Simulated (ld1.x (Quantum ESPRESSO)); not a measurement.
cobalt, TM: configuration errors across variants

cobalt (Co), norm-conserving Troullier–Martins (Kleinman–Bylander form), made with ld1.x (Quantum ESPRESSO) 7.5 (PBE, scalar-relativistic). Core [Ar], reference 3d7 4s2 4p0. Waves: 4p (bound, empty): rc 2.40 bohr; 3d (bound): rc 1.15 bohr; 4s (bound): rc 2.20 bohr. Local part: the s channel. Core correction: none.

All-electron excitation energies from the reference (eV): (1) 3d7 4s1 4p0 9.030; (2) 3d7 4s0 4p0 25.816; (3) 3d6 4s0 4p0 61.686; (4) 3d7 4s0 4p1 14.399; (5) 3d5 4s0 4p0 117.038; (6) 3d6 4s2 4p0 15.182.

6 further variants failed, have other tests or too few solved ones, and are left out.

A true bound ghost makes a file unfit for plane-wave use even where its test errors are small: the radial tests pick states by their node count and pass the ghost by.

Errors AE − PS in meV (a dash: test not solved or not reliable):

```tsv
change	(1)	(2)	(3)	(4)	(5)	(6)	bound ghosts
base	+3.5	+60	-156	+17	-1539	-367	none
all radii scaled by about 0.78 (s 1.70, p 1.86, d 0.90 bohr)	–	+68	–	+20	-1749	-335	p
local potential the p channel	-9.5	+56	-252	+17	-1774	-686	s
wave 3d (bound): rc 1.15 bohr becomes 3d (bound): rc 1.14 bohr	+3.5	+60	-156	+17	-1539	-367	none
```

Q: Give the same row for: core correction a·sin(br)/r model core inside 0.94 bohr.

A: –, -53, -461, -19, -2326, -416; bound ghosts: none.
